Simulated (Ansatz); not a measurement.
Cost and result up the ladder for S-phenylphenoxathiinium bis(oxalato)borate (C₂₂H₁₃BO₉S) (46 atoms). Charge 0, multiplicity 1. Geometry: PBE-D4/def2-SVP.

```xyz
46

O     1.7654   -2.5538   -2.2419
C     1.4303   -2.9875   -1.1623
O     1.1644   -2.2460   -0.0713
B     0.7372   -3.1565    1.0427
O     0.8144   -4.5062    0.5146
C     1.2037   -4.4782   -0.7760
O     1.3457   -5.4292   -1.5040
O    -0.6511   -2.7590    1.4377
C    -0.5685   -2.0451    2.5542
O    -1.4395   -1.3204    3.0085
C     0.8741   -2.2001    3.1223
O     1.2856   -1.7134    4.1510
O     1.5680   -2.9243    2.2370
C    -3.7419    3.3011    0.7443
C    -2.7991    3.4699   -0.2867
C    -1.8210    2.4933   -0.5139
C    -1.8186    1.3557    0.3072
S    -0.6114    0.0210    0.1273
C     0.9003    0.7312    0.7542
C     1.0159    0.8448    2.1509
C     2.2016    1.3345    2.7053
C     3.2612    1.7102    1.8611
C     3.1420    1.5963    0.4730
C     1.9586    1.0968   -0.0982
O     1.9474    1.0083   -1.4608
C     0.9298    0.4375   -2.1641
C     1.1344    0.3141   -3.5499
C     0.1699   -0.2962   -4.3510
C    -1.0178   -0.8006   -3.7883
C    -1.2348   -0.6780   -2.4152
C    -0.2736   -0.0359   -1.6127
C    -2.7532    1.1567    1.3362
C    -3.7195    2.1533    1.5511
H    -4.5068    4.0742    0.9137
H    -2.8251    4.3711   -0.9174
H    -1.0805    2.6087   -1.3197
H     0.1876    0.5273    2.8032
H     2.3003    1.3920    3.7980
H     4.2013    2.0866    2.2907
H     3.9617    1.8723   -0.2056
H     2.0844    0.6819   -3.9622
H     0.3541   -0.4006   -5.4303
H    -1.7657   -1.3031   -4.4177
H    -2.1494   -1.0769   -1.9506
H    -2.7018    0.2480    1.9610
H    -4.4602    2.0243    2.3544
```

Ansatz on 2 threads of AMD EPYC 7R13 on a shared host and a share (18 GiB) of an NVIDIA H100 80GB HBM3. Times are rough, and most runs start from the orbitals of an earlier one. No level here is sound enough to serve as a yardstick. Binding counts from free atoms at the same level (O triplet, C triplet, B doublet, S triplet, H doublet; other spins of the atoms weren't run), without zero-point energy or a counterpoise term.

B3LYP takes the VWN-RPA correlation. HSE06 is defined as in plane-wave codes, on full-range PBE exchange. Correlated methods freeze 37 core orbitals. The rows differ in basis, and correlated rows in double-zeta sets carry the largest basis error. Single mean-field runs in def2-SVP, def2-TZVP are fitted with def2-universal-jkfit.

Run but left out: HF/6-31G (restricted singlet, unstable in another Hartree–Fock run and untested here).

Correlated methods converge slowly with the basis, most of all in double-zeta sets.

```
                           level  functions  binding energy per atom (eV)                  remarks
                 PBE-D4/def2-SVP        531                          5.73                        –
                    MP2/def2-SVP        531                          5.32  restricted SCF unstable
  PBE0-D4/def2-SVP (with forces)        531                          5.54                        –
r2SCAN-D4/def2-SVP (with forces)        531                          5.50                        –
                BLYP-D4/def2-SVP        531                          5.51                        –
                  B3LYP-D4/6-31G        327                          5.09                        –
               HSE06-D4/def2-SVP        531                          5.55                        –
               PBE0-D4/def2-TZVP       1107                          5.44                        –
                PBE-D4/def2-TZVP       1107                          5.62                        –
```

(1) Estimate how long each takes.

Results:

(1) BLYP-D4/def2-SVP 4.1 s; PBE-D4/def2-SVP 4.6 s; PBE0-D4/def2-SVP (with forces) 6.5 s; HSE06-D4/def2-SVP 7.5 s; B3LYP-D4/6-31G 7.5 s; PBE0-D4/def2-TZVP 8.5 s; r2SCAN-D4/def2-SVP (with forces) 9 s; PBE-D4/def2-TZVP 9.1 s; MP2/def2-SVP 9.5 s. On shared hardware such times vary by a factor of up to 3.
